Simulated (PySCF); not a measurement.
An unknown is described by computed data only.

Formula: C9H21B.

* 1H NMR: chemical shifts (computed TMS as zero) by class: 1.51 (6 H), 1.25 (6 H), 0.90 (9 H) ppm [GIAO PBE0/pcSseg-1]
* Dipole: 0.27 D [PBE0/pcSseg-1]
* 13C NMR: chemical shifts (computed TMS as zero) by class: 31.3 (3 C), 20.5 (3 C), 18.6 (3 C) ppm [GIAO PBE0/pcSseg-1]
* NMR, other nuclei: isotropic shieldings of nuclei other than C and H, by class: 10 (1 B) ppm [GIAO PBE0/pcSseg-1]
* Rotational structure: rotational constants A, B, C: 1.160, 0.790, 0.544 GHz [PBE0-D3(BJ)/def2-SVP]

Electronic properties: PySCF, gas phase, density fitting. Levels stand in brackets. Isolated species at its PBE0-D3(BJ)/def2-SVP geometry (one conformer only). NMR values are class means; diastereotopic atoms form classes of their own.

Task: Give a SMILES that accounts for the data.

Result: Numbering: `[CH3:1][CH2:2][CH2:3][B:4]([CH2:5][CH2:6][CH3:7])[CH2:8][CH2:9][CH3:10]`. 9 carbons fall into 3 classes; from least to most shielded: sp3 carbon bound to boron [C3/C5/C8] (31.3 ppm, 3 C), chain CH2 carbon [C2/C6/C9] (20.5 ppm, 3 C), methyl carbon [C1/C7/C10] (18.6 ppm, 3 C). Hydrogen classes from least to most shielded: 6 H on 3 chain CH2 carbons, C2/C6/C9 (1.51 ppm, a mean of values up to 0.6 ppm apart in this geometry), 6 H on 3 like atoms (sp3 carbon bound to boron), C3/C5/C8 (1.25 ppm, a mean of values up to 1.2 ppm apart in this geometry), 9 H on 3 methyl carbons, C1/C7/C10 (0.90 ppm, a mean of values up to 0.7 ppm apart in this geometry). The other shieldings belong to: 10 ppm, three-coordinate boron [B4]. The optimised geometry has point group C1 and is an asymmetric top. Structure: tripropylborane, `CCCB(CCC)CCC`. The assignments are read from this structure; whether some other isomer fits the data as well wasn't checked.
